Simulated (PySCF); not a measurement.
## A small calculation by hand: chemical shift, span and skew from a shielding tensor

C2H9NSi3, SMILES [SiH3]C1=N[SiH2][SiH2]C1. Atoms are numbered in the order given.

```xyz
15

Si     2.6958    -0.1749    -0.3476
C      0.8039    -0.0324    -0.0911
N      0.1322    -0.9429    -0.6821
Si    -1.6441    -0.9414    -0.5316
Si    -1.6933     0.9657     0.8257
C      0.2191     1.0921     0.7584
H      3.4275     0.9286     0.3518
H      3.1555    -1.4848     0.1987
H      2.9891    -0.1045    -1.8084
H     -2.2575    -0.8242    -1.8872
H     -2.0914    -2.2240     0.0866
H     -2.3415     2.1784     0.2422
H     -2.1790     0.7722     2.2250
H      0.5493     2.0615     0.3450
H      0.6656     1.0466     1.7675
```

Coordinates come from a PBE0-D3(BJ)/def2-SVP optimisation. The structure was generated by enumeration, and PubChem lists no compound with its InChIKey, so it may never have been made. One conformer was computed; it need not be the lowest.

GIAO shieldings from PBE0/pcSseg-1 (PySCF), non-relativistic, no solvent. The symmetric part of the tensor of Si4 has the principal values 271.6, 392.3, 460.3 ppm. The same nucleus in TMS has σ = 352.7 ppm at this level (PySCF, at its B3LYP-D3(BJ)/def2-TZVP geometry).

Work out the isotropic shielding, the ²⁹Si shift against TMS, the span and the skew.


σ(iso) = (σ11 + σ22 + σ33)/3 = 374.7 ppm. δ = σ(ref) − σ(iso) = 352.7 − (374.7) = -22.0 ppm.
Span Ω = σ33 − σ11 = 188.7 ppm. Skew κ = 3(σ(iso) − σ22)/Ω = -0.28. Tumbling in solution averages the tensor to δ; in a static solid the shielding alone would spread this spin-1/2 line over Ω.
